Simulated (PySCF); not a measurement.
Constitutional and geometric isomers with formula CH4OSi. Isolated molecules, 0 K electronic values unless said otherwise. One relaxed conformer stands for each flexible species; it need not be the lowest. Strings in code marks are SMILES. All members: neutral, multiplicity 1. Level: B3LYP-D3(BJ)/def2-TZVP (PySCF), beside PBE-D3(BJ)/def2-TZVP // B3LYP-D3(BJ)/def2-TZVP (PySCF) at the same geometries. B3LYP has the VWN-RPA correlation part, as in Gaussian.  Orbital energies are measured against the vacuum level.

| species | HOMO, PBE (eV) | HOMO, B3LYP-D3(BJ) (eV) |
|---|---|---|
| `C1O[SiH2]1` | -6.46 | -7.49 |
| `C[SiH]=O` | -6.37 | -7.63 |
| `O=C[SiH3]` | -5.68 | withheld |
| `C=[SiH]O` (C–Si–O–H torsion 0°) | -5.16 | -5.98 |
| `OC=[SiH2]` (H–O–C–Si torsion 164°) | -4.73 | -5.49 |

Q: Fit y = a + b·x, y being the HOMO at the first level, to the 4 complete rows by least squares, with x = the PBE value in eV. Give a, b and the rms residual, and predict the withheld value.

A: Means of the 4 rows: x̄ = -5.68, ȳ = -6.6475 eV. Σ(x − x̄)² = 2.2574 and Σ(x − x̄)(y − ȳ) = 2.7818, so b = 1.232 and a = ȳ − b·x̄ = 0.350 eV. The rms residual is 0.090 eV. At x = -5.68 the line gives -6.65 eV. The run for `O=C[SiH3]` gave -6.95 eV, so the line is off by 0.30 eV, more than twice the rms residual.

Codes: PySCF.
